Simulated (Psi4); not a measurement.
C3H9ClSi, charge +1, doublet, at a GFN2-xTB geometry (a state made from the parent by changing its charge; the spin is typed, not shown lowest); MP2/6-31G* (Psi4).

Here is a job for Psi4.
```
memory 2 GB

molecule {
1 2
C    -1.06388584    1.45690823   -1.06697605
Si   -0.13299615    0.04835905   -0.22346662
C     1.25951677   -0.76400865   -1.35353272
C    -1.17598286   -1.61597947   -0.08841501
Cl    0.65375513    0.46638785    1.57263565
H    -1.46681516    1.16911933   -2.03646840
H    -1.90020482    1.80571732   -0.46111094
H    -0.42194131    2.32283395   -1.22899336
H     1.74584862   -1.58379685   -0.83628964
H     0.82833941   -1.11182989   -2.28480650
H     1.97324999    0.03065881   -1.54527291
H    -1.50789154   -1.92907517   -1.07125381
H    -2.03001358   -1.36973709    0.53421811
H    -0.59035104   -2.40103118    0.37724679
}

set {
  basis 6-31g*
  reference uhf
}

energy('mp2')
print_variables()
```

### Question
Predict the main parts of the log of this Psi4 run.

### Answer

```
    SCF Algorithm Type (re)set to DF.

   => Loading Basis Set <=

    Name: 6-31G*
    Role: ORBITAL
    Keyword: BASIS

         ---------------------------------------------------------
                                   SCF
               by Justin Turney, Rob Parrish, Andy Simmonett
                          and Daniel G. A. Smith
                              UHF Reference
         ---------------------------------------------------------

  ==> Geometry <==

    Molecular point group: c1
    Full point group: C1

    Geometry (in Angstrom), charge = 1, multiplicity = 2:

       Center              X                  Y                   Z               Mass
    ------------   -----------------  -----------------  -----------------  -----------------
         C           -1.100730979196     1.424562289879    -1.159690044065    12.000000000000
         SI          -0.169841289196     0.016013109879    -0.316180614065    27.976926534650
         C            1.222671630804    -0.796354590121    -1.446246714065    12.000000000000
         C           -1.212827999196    -1.648325410121    -0.181129004065    12.000000000000
         CL           0.616909990804     0.434041909879     1.479921655935    34.968852682000
         H           -1.503660299196     1.136773389879    -2.129182394065     1.007825032230
         H           -1.937049959196     1.773371379879    -0.553824934065     1.007825032230
         H           -0.458786449196     2.290488009879    -1.321707354065     1.007825032230
         H            1.709003480804    -1.616142790121    -0.929003634065     1.007825032230
         H            0.791494270804    -1.144175830121    -2.377520494065     1.007825032230
         H            1.936404850804    -0.001687130121    -1.637986904065     1.007825032230
         H           -1.544736679196    -1.961421110121    -1.163967804065     1.007825032230
         H           -2.066858719196    -1.402083030121     0.441504115935     1.007825032230
         H           -0.627196179196    -2.433377120121     0.284532795935     1.007825032230

  Running in c1 symmetry.

  Rotational constants: A =      0.10286  B =      0.07448  C =      0.06736 [cm^-1]
  Rotational constants: A =   3083.65675  B =   2232.84593  C =   2019.38753 [MHz]
  Nuclear repulsion =  297.349520693733439

  Charge       = 1
  Multiplicity = 2
  Electrons    = 57
  Nalpha       = 29
  Nbeta        = 28

  ==> Algorithm <==

  SCF Algorithm Type is DF.
  DIIS enabled.
  MOM disabled.
  Fractional occupation disabled.
  Guess Type is SAD.
  Energy threshold   = 1.00e-08
  Density threshold  = 1.00e-08
  Integral threshold = 1.00e-12

  ==> Primary Basis <==

  Basis Set: 6-31G*
    Blend: 6-31G*
    Number of shells: 52
    Number of basis functions: 101
    Number of Cartesian functions: 101
    Spherical Harmonics?: false
    Max angular momentum: 2

   => Loading Basis Set <=

    Name: (6-31G* AUX)
    Role: JKFIT
    Keyword: DF_BASIS_SCF

  ==> Integral Setup <==

  SCF_SUBTYPE=INCORE selected. In-core MEM_DF algorithm will be used.
  Using in-core AOs.

  ==> MemDFJK: Density-Fitted J/K Matrices <==

    J tasked:                   Yes
    K tasked:                   Yes
    wK tasked:                   No
    Algorithm:                 Core
    Schwarz Cutoff:           1E-12
    Mask sparsity (%):       1.0979
    Fitting Condition:        1E-10

   => Auxiliary Basis Set <=

  Basis Set: (6-31G* AUX)
    Blend: CC-PVDZ-JKFIT
    Number of shells: 225
    Number of basis functions: 728
    Number of Cartesian functions: 728
    Spherical Harmonics?: false
    Max angular momentum: 3

  Minimum eigenvalue in the overlap matrix is 5.9861816211E-03.
  Reciprocal condition number of the overlap matrix is 9.0193179802E-04.
    Using symmetric orthogonalization.

  ==> Pre-Iterations <==

  SCF Guess: Superposition of Atomic Densities via on-the-fly atomic UHF (no occupation information).

   -------------------------
    Irrep   Nso     Nmo
[...]
[...]
    Alpha Virtual:

[...]
    Beta Occupied:

[...]
      28A     -0.598514

    Beta Virtual:

[...]
     101A      4.558715

    Final Occupation by Irrep:
              A
    DOCC [    28 ]
    SOCC [     1 ]
    NA   [    29 ]
    NB   [    28 ]

  @DF-UHF Final Energy:  -866.97824227293859

   => Energetics <=

    Nuclear Repulsion Energy =            297.3495206937334387
    One-Electron Energy =               -1774.9289173964707516
    Two-Electron Energy =                 610.6011544297987257
    Total Energy =                       -866.9782422729385871

  UHF NO Occupations:
  HONO-2 :   27  A 1.9993053
  HONO-1 :   28  A 1.9855593
  HONO-0 :   29  A 1.0000000
  LUNO+0 :   30  A 0.0144407
  LUNO+1 :   31  A 0.0006947
  LUNO+2 :   32  A 0.0004581
  LUNO+3 :   33  A 0.0003751

Computation Completed

Properties will be evaluated at   0.000000,   0.000000,   0.000000 [a0]

Properties computed using the SCF density matrix

 Multipole Moments:

 ------------------------------------------------------------------------------------
     Multipole            Electronic (a.u.)      Nuclear  (a.u.)        Total (a.u.)
 ------------------------------------------------------------------------------------

 L = 1.  Multiply by 2.5417464519 to convert [e a0] to [Debye]
 Dipole X            :          3.5503676           -4.0383787           -0.4880111
 Dipole Y            :          2.5562957           -3.5452481           -0.9889524
 Dipole Z            :          8.5563647          -10.1618352           -1.6054706
 Magnitude           :                                                    1.9477467

 ------------------------------------------------------------------------------------

  //>>>>>>>>>>>>>>>>>>>>>>>>>>>>>>>>>>>//
  //               DFMP2               //
  //<<<<<<<<<<<<<<<<<<<<<<<<<<<<<<<<<<<//

   => Loading Basis Set <=

    Name: (6-31G* AUX)
    Role: RIFIT
    Keyword: DF_BASIS_MP2

	 --------------------------------------------------------
	                          DF-MP2
	      2nd-Order Density-Fitted Moller-Plesset Theory

	        Rob Parrish, Justin Turney, Andy Simmonett,
	           Ed Hohenstein, and C. David Sherrill
	 --------------------------------------------------------

	 --------------------------------------------------------
	                 NBF =   101, NAUX =   446
	 --------------------------------------------------------
	   CLASS    FOCC     OCC    AOCC    AVIR     VIR    FVIR
	   ALPHA       0      29      29      72      72       0
	    BETA       0      28      28      73      73       0
	 --------------------------------------------------------

	-----------------------------------------------------------
	 ==================> DF-MP2 Energies <====================
	-----------------------------------------------------------
	 Reference Energy          =    -866.9782422729385871 [Eh]
	 Singles Energy            =      -0.0000000000000000 [Eh]
	 Same-Spin Energy          =      -0.1496796840551473 [Eh]
	 Opposite-Spin Energy      =      -0.4770663685201397 [Eh]
	 Correlation Energy        =      -0.6267460525752869 [Eh]
	 Total Energy              =    -867.6049883255138866 [Eh]
	-----------------------------------------------------------
	 ================> DF-SCS-MP2 Energies <==================
	-----------------------------------------------------------
	 SCS Same-Spin Scale       =       0.3333333333333333 [-]
	 SCS Opposite-Spin Scale   =       1.2000000000000000 [-]
	 SCS Same-Spin Energy      =      -0.0498932280183824 [Eh]
	 SCS Opposite-Spin Energy  =      -0.5724796422241676 [Eh]
	 SCS Correlation Energy    =      -0.6223728702425501 [Eh]
	 SCS Total Energy          =    -867.6006151431811304 [Eh]
	-----------------------------------------------------------

  Variable Map:
  ----------------------------------------------------------------------------
[...]
  Array Variable Map:
  ----------------------------------------------------------------------------
[...]
[...]
```
